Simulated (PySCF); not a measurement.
Level of theory: B3LYP-D3(BJ)/def2-TZVP // r2SCAN-D4/def2-SVP (PySCF). Gas-phase values, no solvent. B3LYP has the VWN-RPA correlation part, as in Gaussian. 

Reference species: [Hf(Cl)4] (neutral, multiplicity 1).

```
Property                                Result
-------------------------------------  -------
coordination number                          4
HOMO–LUMO gap                          7.00 eV
charge on the central atom (Mulliken)   1.21 e
```

Changed species: [Hf(Cl)(F)3] (3 of 4 Cl replaced by F; the reference has 0 of 4 Cl replaced by F).

### Question
What does the change do to the coordination number, HOMO–LUMO gap and charge on the central atom (Mulliken)?

### Answer
the coordination number stays essentially unchanged; the HOMO–LUMO gap rises by 1.25 eV, to 8.25 eV; the charge on the central atom (Mulliken) rises by 0.39 e, to 1.60 e.
